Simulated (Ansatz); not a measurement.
Steps of a relaxation of C$_{8}$H$_{14}$O$_{3}$Zr, SMILES `C[O][Zr]1234([O]C)([O]C)[C@H]5[C@@H]1[C@@H]2[C@@H]3[C@H]54` with RKS PBE0-D4/def2-TZVP.

```sh
$ ansatz run in.yaml --threads 11 --pin off --events-out ev --progress --plain --max-ram 174080MiB --backend cuda --devices 0, --max-vram 75GiB
```

```yaml
crystal:
  periodic: [false, false, false]
  atoms:
    - {symbol: C, position_ang: [-1.526730, 0.276490, 2.250630]}
    - {symbol: O, position_ang: [-1.240090, -0.601130, 1.203180]}
    - {symbol: Zr, position_ang: [-0.131780, 0.079390, -0.175930]}
    - {symbol: O, position_ang: [1.514110, 0.268350, 0.751880]}
    - {symbol: C, position_ang: [1.953420, -0.808420, 1.522530]}
    - {symbol: O, position_ang: [-0.673070, 1.872000, -0.448570]}
    - {symbol: C, position_ang: [-0.196660, 2.910690, 0.352550]}
    - {symbol: C, position_ang: [1.099540, -1.283970, -1.849430]}
    - {symbol: C, position_ang: [0.116410, -2.130280, -1.284150]}
    - {symbol: C, position_ang: [-1.155000, -1.627500, -1.649460]}
    - {symbol: C, position_ang: [-0.958150, -0.468500, -2.436200]}
    - {symbol: C, position_ang: [0.436010, -0.254130, -2.557690]}
    - {symbol: H, position_ang: [-1.970760, -0.283850, 3.089120]}
    - {symbol: H, position_ang: [-2.256150, 1.042210, 1.928300]}
    - {symbol: H, position_ang: [-0.606860, 0.778310, 2.614680]}
    - {symbol: H, position_ang: [1.103770, -1.344190, 1.990230]}
    - {symbol: H, position_ang: [2.529810, -1.523240, 0.906540]}
    - {symbol: H, position_ang: [2.617840, -0.445700, 2.322460]}
    - {symbol: H, position_ang: [-0.936140, 3.180210, 1.127420]}
    - {symbol: H, position_ang: [-0.021140, 3.804590, -0.266830]}
    - {symbol: H, position_ang: [0.756390, 2.632060, 0.843640]}
    - {symbol: H, position_ang: [2.169720, -1.464380, -1.853830]}
    - {symbol: H, position_ang: [0.300940, -3.068650, -0.771470]}
    - {symbol: H, position_ang: [-2.104810, -2.117340, -1.464200]}
    - {symbol: H, position_ang: [-1.730980, 0.087290, -2.956260]}
    - {symbol: H, position_ang: [0.910350, 0.489680, -3.189160]}
basis:
  gaussian: {orbitals: def2-TZVP}
hamiltonian: {xc: pbe0, dispersion: d4}
relax: {f_tol: 0.005, max_steps: 150}
```

Positions (Å) and forces (eV/Å) along the path, 6 of 30 steps:

```xyz
26
step=1 energy=-15939.1487 eV
C    -1.527    0.276    2.251   -0.306    0.073    0.427
O    -1.240   -0.601    1.203   -1.236   -0.869    1.324
Zr   -0.132    0.079   -0.176    0.087   -0.179   -1.370
O     1.514    0.268    0.752    1.379   -0.002    0.860
C     1.953   -0.808    1.523    0.580   -0.220    0.382
O    -0.673    1.872   -0.449   -0.532    1.607   -0.238
C    -0.197    2.911    0.353    0.080    0.640    0.134
C     1.100   -1.284   -1.849   -0.045   -0.384   -0.504
C     0.116   -2.130   -1.284    0.003   -0.345   -0.658
C    -1.155   -1.627   -1.649    0.027   -0.359   -0.607
C    -0.958   -0.469   -2.436    0.063   -0.512   -0.631
C     0.436   -0.254   -2.558   -0.092   -0.488   -0.581
H    -1.971   -0.284    3.089    0.131    0.187   -0.091
H    -2.256    1.042    1.928    0.218   -0.125    0.204
H    -0.607    0.778    2.615   -0.325   -0.023    0.033
H     1.104   -1.344    1.990    0.315    0.056   -0.082
H     2.530   -1.523    0.907   -0.150    0.118    0.202
H     2.618   -0.446    2.322   -0.124   -0.128   -0.089
H    -0.936    3.180    1.127    0.225   -0.052   -0.154
H    -0.021    3.805   -0.267    0.018   -0.122    0.161
H     0.756    2.632    0.844   -0.286    0.229   -0.046
H     2.170   -1.464   -1.854   -0.159    0.193    0.264
H     0.301   -3.069   -0.771   -0.026    0.287    0.171
H    -2.105   -2.117   -1.464    0.129    0.247    0.232
H    -1.731    0.087   -2.956    0.100    0.095    0.323
H     0.910    0.490   -3.189   -0.074    0.076    0.333
26
step=5 energy=-15939.9080 eV
C    -1.803    0.120    2.296    0.049    0.001   -0.075
O    -1.452   -0.496    1.086    0.050    0.061    0.128
Zr   -0.089    0.092   -0.205    0.007    0.033    0.108
O     1.545   -0.089    0.842   -0.118   -0.069    0.103
C     2.294   -0.941    1.659   -0.200    0.102   -0.167
O    -0.415    2.008   -0.337    0.223    0.201    0.209
C    -0.132    3.250    0.250    0.009   -0.242   -0.112
C     1.030   -1.379   -1.969   -0.050    0.013   -0.071
C     0.039   -2.195   -1.388   -0.028    0.049   -0.023
C    -1.220   -1.649   -1.711    0.053   -0.005   -0.085
C    -1.010   -0.503   -2.506   -0.014   -0.022    0.085
C     0.382   -0.332   -2.663    0.037   -0.043    0.045
H    -2.222   -0.614    2.994    0.010   -0.003   -0.073
H    -2.556    0.901    2.127    0.016   -0.040    0.034
H    -0.936    0.589    2.790   -0.071   -0.032   -0.029
H     1.624   -1.593    2.236    0.128    0.014    0.045
H     2.955   -1.578    1.057    0.012    0.014    0.008
H     2.913   -0.366    2.357   -0.055   -0.008   -0.057
H    -0.957    3.564    0.902    0.024   -0.026   -0.038
H     0.008    4.023   -0.515   -0.012   -0.068   -0.002
H     0.784    3.194    0.856   -0.083    0.056   -0.045
H     2.096   -1.518   -1.888    0.068   -0.010    0.003
H     0.210   -3.068   -0.778    0.020   -0.052    0.049
H    -2.174   -2.030   -1.386   -0.081   -0.018    0.038
H    -1.777    0.144   -2.902   -0.037    0.040   -0.025
H     0.864    0.467   -3.203    0.044    0.057   -0.053
26
step=18 energy=-15940.1748 eV
C    -2.512   -0.470    2.367    0.086   -0.278   -0.022
O    -1.483   -0.145    1.494   -0.169   -0.048    0.220
Zr   -0.025    0.157    0.267    0.014   -0.015   -0.013
O     1.577   -0.369    1.221    0.015   -0.036    0.011
C     2.720   -1.087    1.519    0.069   -0.006   -0.017
O     0.101    2.076    0.063    0.021    0.177   -0.071
C     0.188    3.329   -0.523    0.041   -0.088   -0.043
C     0.988   -1.103   -1.711   -0.020   -0.029   -0.024
C     0.001   -1.950   -1.156    0.017    0.022    0.026
C    -1.257   -1.348   -1.367    0.003   -0.003    0.000
C    -1.048   -0.126   -2.039    0.009    0.005   -0.002
C     0.341    0.019   -2.259   -0.011    0.006    0.009
H    -3.087   -1.343    1.997    0.167    0.289    0.114
H    -3.206    0.374    2.480    0.040   -0.067    0.010
H    -2.113   -0.728    3.367   -0.125    0.099   -0.320
H     2.555   -1.749    2.380    0.011    0.042   -0.048
H     3.037   -1.713    0.669   -0.026    0.044    0.071
H     3.552   -0.412    1.766   -0.073   -0.056   -0.017
H    -0.648    3.965   -0.208    0.007   -0.013    0.003
H     0.164    3.261   -1.623   -0.002   -0.001    0.108
H     1.122    3.831   -0.237   -0.066   -0.050   -0.011
H     2.054   -1.280   -1.699   -0.004    0.001    0.000
H     0.180   -2.889   -0.652    0.001    0.000    0.006
H    -2.210   -1.738   -1.041   -0.003   -0.004   -0.002
H    -1.814    0.577   -2.334    0.000    0.005    0.005
H     0.822    0.857   -2.742   -0.002    0.003    0.008
26
step=19 energy=-15940.1809 eV
C    -2.517   -0.483    2.345    0.032   -0.148   -0.006
O    -1.471   -0.137    1.504   -0.129   -0.045    0.177
Zr   -0.013    0.166    0.276   -0.003   -0.035   -0.051
O     1.590   -0.367    1.224    0.003   -0.014    0.003
C     2.732   -1.087    1.519    0.046   -0.003    0.008
O     0.111    2.084    0.061    0.012    0.082   -0.028
C     0.188    3.331   -0.536    0.027   -0.062    0.002
C     0.983   -1.103   -1.706   -0.002   -0.004    0.015
C    -0.002   -1.945   -1.139    0.005    0.004   -0.009
C    -1.260   -1.342   -1.347    0.002    0.011    0.013
C    -1.053   -0.122   -2.022    0.003   -0.004    0.005
C     0.335    0.021   -2.249   -0.010   -0.002   -0.004
H    -3.114   -1.313    1.925    0.154    0.195    0.097
H    -3.188    0.373    2.501    0.022   -0.048   -0.012
H    -2.138   -0.800    3.334   -0.078    0.052   -0.243
H     2.569   -1.739    2.387    0.008    0.020   -0.027
H     3.039   -1.722    0.674   -0.015    0.031    0.040
H     3.566   -0.413    1.756   -0.039   -0.035   -0.017
H    -0.642    3.969   -0.210    0.009    0.001   -0.013
H     0.147    3.254   -1.634    0.002    0.012    0.068
H     1.127    3.832   -0.266   -0.045   -0.017   -0.026
H     2.048   -1.282   -1.700   -0.002    0.002    0.002
H     0.179   -2.883   -0.633   -0.001    0.004    0.000
H    -2.212   -1.731   -1.017    0.001    0.001    0.003
H    -1.820    0.583   -2.312    0.000    0.002    0.004
H     0.815    0.858   -2.735    0.000   -0.001    0.000
26
step=28 energy=-15940.1961 eV
C    -2.568   -0.518    2.176   -0.009   -0.002    0.005
O    -1.392   -0.096    1.587    0.009    0.004   -0.009
Zr    0.051    0.182    0.327   -0.002    0.000    0.000
O     1.669   -0.371    1.236   -0.002   -0.001    0.001
C     2.836   -1.058    1.512    0.001    0.001    0.000
O     0.192    2.098    0.086   -0.001   -0.001    0.002
C     0.216    3.329   -0.541    0.001    0.001    0.000
C     0.929   -1.122   -1.672   -0.001   -0.001   -0.001
C    -0.043   -1.942   -1.056    0.000    0.003    0.001
C    -1.299   -1.320   -1.214    0.001   -0.002   -0.004
C    -1.104   -0.111   -1.913    0.002    0.000    0.000
C     0.275    0.007   -2.200   -0.001    0.001    0.002
H    -3.132   -1.189    1.513    0.000    0.001    0.002
H    -3.213    0.336    2.417    0.002   -0.002    0.000
H    -2.364   -1.060    3.107   -0.002   -0.001    0.001
H     2.747   -1.618    2.451    0.000    0.000    0.001
H     3.079   -1.775    0.715    0.000   -0.001    0.000
H     3.682   -0.366    1.611    0.001    0.001    0.000
H    -0.575    3.981   -0.152    0.000    0.001    0.000
H     0.068    3.232   -1.626    0.000    0.000   -0.001
H     1.177    3.831   -0.377    0.001    0.001    0.000
H     1.991   -1.317   -1.710    0.000    0.000    0.000
H     0.145   -2.876   -0.547    0.000    0.000    0.001
H    -2.242   -1.692   -0.841    0.000    0.000    0.001
H    -1.870    0.604   -2.175    0.000    0.000    0.001
H     0.747    0.832   -2.715    0.000    0.000    0.000
26
step=30 energy=-15940.1962 eV
C    -2.572   -0.516    2.178   -0.003    0.000    0.000
O    -1.395   -0.100    1.585    0.000    0.002    0.000
Zr    0.049    0.179    0.327    0.001    0.000   -0.001
O     1.667   -0.373    1.238    0.000   -0.002    0.001
C     2.838   -1.055    1.511    0.001    0.001    0.000
O     0.189    2.096    0.088    0.000    0.000    0.002
C     0.215    3.327   -0.539    0.000    0.000   -0.001
C     0.931   -1.122   -1.672   -0.001   -0.001   -0.003
C    -0.042   -1.943   -1.058   -0.001    0.001    0.000
C    -1.298   -1.322   -1.218    0.001   -0.001    0.000
C    -1.101   -0.112   -1.915    0.001   -0.001   -0.002
C     0.278    0.007   -2.200    0.000    0.000    0.002
H    -3.151   -1.168    1.509    0.001    0.001    0.002
H    -3.203    0.343    2.437    0.002   -0.003   -0.001
H    -2.368   -1.076    3.099   -0.001    0.001   -0.001
H     2.758   -1.602    2.458    0.000    0.001   -0.001
H     3.074   -1.782    0.722    0.000    0.001    0.001
H     3.683   -0.361    1.593   -0.001   -0.001    0.000
H    -0.571    3.982   -0.144    0.000    0.000    0.000
H     0.058    3.231   -1.623    0.000    0.000    0.000
H     1.180    3.824   -0.381    0.000    0.000    0.000
H     1.993   -1.317   -1.708    0.000    0.000    0.000
H     0.145   -2.878   -0.550    0.000    0.000    0.001
H    -2.241   -1.694   -0.847    0.000    0.001    0.001
H    -1.868    0.603   -2.178    0.000    0.000    0.000
H     0.750    0.832   -2.714    0.000    0.001    0.001
```

Hardware: 11 threads of an AMD EPYC 7R13 on a shared host and a whole NVIDIA H100 80 GB. Wall time 69 s, peak host memory 1.3 GiB.
